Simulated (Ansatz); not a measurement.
`[SiH3][SiH2]Br` + `[OH][AlH2]` → `[AlH2][O][SiH2]Br` + SiH₄  (cleavage of the Si–Si bond)

Computed with Ansatz on PBE0-D4/def2-TZVP structures; ΔE is electronic, products minus reactants. CCSD(T)/CBS is the MP2 limit (def2-TZVPP, def2-QZVPP) plus CCSD(T) − MP2 in def2-TZVPP, frozen cores. This one scheme is used for every species. DFT in def2-TZVPP. B3LYP here is the variant with VWN-RPA as its local correlation; programs differ in this. For Br outer-core shells are correlated without core-valence functions, which leaves a few kJ/mol of doubt a bond. Scalar relativity is left out up to krypton. One conformer a species, not always the lowest.

```
          level  ΔE (eV)
        PBE0-D4    -1.11
         B2PLYP    -1.33
         r2SCAN    -1.22
          B3LYP    -1.29
 MP2/def2-TZVPP    -1.36
CCSD/def2-TZVPP    -1.34
 MP2/def2-QZVPP    -1.36
  MP2/CBS(def2)    -1.34
```

Task: What does CCSD(T)/CBS give? (An estimate is asked.)

Result: Computed: -1.28 eV. The listed levels differ from it by 0.17, -0.05, 0.06, -0.01, -0.08, -0.06, -0.08, -0.06 eV.

Largest T1 diagnostic among the species: 0.012.

From PBE to PBE0 (25 % exact exchange), in def2-TZVPP and without D4, ΔE moves by −0.10 eV. In def2-TZVPP, CCSD(T) changes the Hartree–Fock value by +0.29 eV (the triples alone add +0.04 eV) and MP2 by +0.22 eV.
